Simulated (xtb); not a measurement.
xtb input (GFN1-xTB):

```bash
xtb mol.xyz --gfn 1 --opt tight --chrg 0 --uhf 0
```
mol.xyz:
```
18

C      0.62366017     2.12344743     1.44996855
O     -0.30473185     1.42584588     0.63192470
Si     0.05078862     0.12829665    -0.28267304
O      1.00241061     0.44749949    -1.57582047
O     -1.35579399    -0.45827572    -0.85856030
C     -2.50429492    -0.70937725    -0.05926475
O      0.87346396    -0.90568313     0.66986866
C      1.51340228    -2.08969355     0.21518944
H      0.07684913     2.88698318     2.00270832
H      1.39166959     2.60960792     0.84233378
H      1.10712098     1.44612848     2.15741269
H      0.57283447     0.78896782    -2.36358903
H     -3.29740983    -1.06812457    -0.71466452
H     -2.83735015     0.20185939     0.44216885
H     -2.29749452    -1.47298816     0.69556496
H      2.22108045    -1.86915046    -0.58692277
H      0.78098512    -2.81536233    -0.14906790
H      2.05127895    -2.52542600     1.05681803
```

Output:

```
           -------------------------------------------------
          |                Calculation Setup                |
           -------------------------------------------------

           -------------------------------------------------
          |                 G F N 1 - x T B                 |
           -------------------------------------------------

        Reference                      10.1021/acs.jctc.7b00118
      * Hamiltonian:
        H0-scaling (s, p, d)           1.850000    2.250000    2.000000
        zeta-weighting                 0.000000
      * Dispersion:
        s8                             2.400000
        a1                             0.630000
        a2                             5.000000
        s9                             0.000000
      * Repulsion:
        kExp                           1.500000
        rExp                           1.000000
      * Coulomb:
        alpha                          2.000000
        third order                    atomic
        anisotropic                    false
      * Halogen bond correction:
        rad-scale                      1.300000
        damping                        0.440000

          ...................................................
          :                      SETUP                      :
          :.................................................:
          :  # basis functions                  58          :
          :  # atomic orbitals                  57          :
          :  # shells                           37          :
          :  # electrons                        50          :
          :  # halogen bonds                     0          :
          :  max. iterations                   250          :
          :  Hamiltonian                  GFN1-xTB          :
          :  restarted?                      false          :
          :  GBSA solvation                  false          :
          :  PC potential                    false          :
          :  electronic temp.          300.0000000     K    :
          :  accuracy                    1.0000000          :
          :  -> integral cutoff          0.2500000E+02      :
          :  -> integral neglect         0.1000000E-07      :
          :  -> SCF convergence          0.1000000E-05 Eh   :
          :  -> wf. convergence          0.2000000E-04 e    :
          :  Broyden damping             0.4000000          :
          :  net charge                          0          :
          :  unpaired electrons                  0          :
          ...................................................

 iter      E             dE          RMSdq      gap      omega  full diag
   1    -32.8291811 -0.328292E+02  0.768E+00    8.71       0.0  T
   2    -32.8748336 -0.456525E-01  0.457E+00    8.49       1.0  T
   3    -32.8742068  0.626789E-03  0.760E-01    8.55       1.0  T
   4    -32.8747027 -0.495960E-03  0.240E-01    8.58       1.0  T
   5    -32.8771818 -0.247904E-02  0.517E-02    8.58       1.0  T
   6    -32.8772354 -0.535728E-04  0.210E-02    8.57       1.1  T
   7    -32.8772370 -0.160675E-05  0.439E-03    8.57       5.4  T
[...]
                  HL-Gap            0.2989774 Eh            8.1356 eV
             Fermi-level           -0.2777272 Eh           -7.5573 eV

  Mulliken/CM5 charges         n(s)   n(p)   n(d)
     1C     0.18633  0.07167   0.960  2.853  0.000
     2O    -0.39863 -0.45793   1.590  4.808  0.000
     3Si    0.65074  0.64078   0.645  1.310  1.394
     4O    -0.50409 -0.68103   1.604  4.900  0.000
     5O    -0.39879 -0.45808   1.591  4.808  0.000
     6C     0.18630  0.07162   0.960  2.853  0.000
     7O    -0.39138 -0.45058   1.589  4.803  0.000
     8C     0.18625  0.07154   0.961  2.853  0.000
     9H     0.01472  0.07323   0.985  0.000  0.000
    10H     0.01387  0.07236   0.986  0.000  0.000
    11H     0.01582  0.07435   0.984  0.000  0.000
    12H     0.34811  0.53013   0.652  0.000  0.000
    13H     0.01373  0.07222   0.986  0.000  0.000
    14H     0.01471  0.07322   0.985  0.000  0.000
    15H     0.01593  0.07447   0.984  0.000  0.000
    16H     0.01679  0.07538   0.983  0.000  0.000
    17H     0.01481  0.07334   0.985  0.000  0.000
    18H     0.01477  0.07331   0.985  0.000  0.000

Wiberg/Mayer (AO) data.
largest (>0.10) Wiberg bond orders for each atom

 ---------------------------------------------------------------------------
     #   Z sym  total        # sym  WBO       # sym  WBO       # sym  WBO
 ---------------------------------------------------------------------------
     1   6 C    3.922 --    10 H    0.984     9 H    0.984    11 H    0.984
                             2 O    0.944
     2   8 O    2.348 --     3 Si   1.291     1 C    0.944
     3  14 Si   5.317 --     4 O    1.323     7 O    1.306     2 O    1.291
                             5 O    1.290
     4   8 O    2.251 --     3 Si   1.323    12 H    0.855
     5   8 O    2.347 --     3 Si   1.290     6 C    0.944
     6   6 C    3.922 --    13 H    0.984    14 H    0.984    15 H    0.984
                             5 O    0.944
     7   8 O    2.360 --     3 Si   1.306     8 C    0.944
     8   6 C    3.921 --    18 H    0.984    17 H    0.984    16 H    0.984
                             7 O    0.944
     9   1 H    1.011 --     1 C    0.984
    10   1 H    1.012 --     1 C    0.984
    11   1 H    1.011 --     1 C    0.984
    12   1 H    0.880 --     4 O    0.855
    13   1 H    1.012 --     6 C    0.984
    14   1 H    1.011 --     6 C    0.984
    15   1 H    1.010 --     6 C    0.984
    16   1 H    1.010 --     8 C    0.984
    17   1 H    1.011 --     8 C    0.984
Note: The following floating-point exceptions are signalling: IEEE_DENORMAL
normal termination of xtb
    18   1 H    1.011 --     8 C    0.984
 ---------------------------------------------------------------------------

Topologies differ in total number of bonds
Writing topology from bond orders to xtbtopo.mol

 dipole moment from electron density (au)
     X       Y       Z
  -0.1654   0.1912   0.0277  total (Debye):    0.647

           -------------------------------------------------
          |                Geometry Summary                 |
           -------------------------------------------------

      molecular mass/u    :      138.1947336
   center of mass at/Å    :        0.0443622      -0.0233975      -0.0727261
  moments of inertia/u·Å² :        0.3475612E+03   0.3511894E+03   0.4960001E+03
rotational constants/cm⁻¹ :        0.4850263E-01   0.4800153E-01   0.3398715E-01

 * 17 selected distances

     #   Z          #   Z                                           value/Å
     1   6 C        2   8 O                                       1.3919994
     2   8 O        3  14 Si                                      1.6143545
     3  14 Si       4   8 O                                       1.6142202
     3  14 Si       5   8 O                                       1.6146078 (max)
     5   8 O        6   6 C                                       1.3920831
     3  14 Si       7   8 O                                       1.6092718
     7   8 O        8   6 C                                       1.3921881
     1   6 C        9   1 H                                       1.0987743
     1   6 C       10   1 H                                       1.0988359
     1   6 C       11   1 H                                       1.0986527
     4   8 O       12   1 H                                       0.9424128 (min)
     6   6 C       13   1 H                                       1.0987718
     6   6 C       14   1 H                                       1.0987208
     6   6 C       15   1 H                                       1.0985689
     8   6 C       16   1 H                                       1.0984038
     8   6 C       17   1 H                                       1.0986375
     8   6 C       18   1 H                                       1.0986139

 * 4 distinct bonds (by element types)

   Z      Z             #   av. dist./Å        max./Å        min./Å
   1 H    6 C           9     1.0986644     1.0988359     1.0984038
   1 H    8 O           1     0.9424128     0.9424128     0.9424128
   6 C    8 O           3     1.3920902     1.3921881     1.3919994
   8 O   14 Si          4     1.6131136     1.6146078     1.6092718

optimized geometry written to: xtbopt.xyz

           -------------------------------------------------
          | TOTAL ENERGY              -32.661315788385 Eh   |
          | GRADIENT NORM               0.000229771785 Eh/α |
          | HOMO-LUMO GAP               8.135589954988 eV   |
           -------------------------------------------------

------------------------------------------------------------------------
------------------------------------------------------------------------
 total:
 SCF:
 ANC optimizer:
```
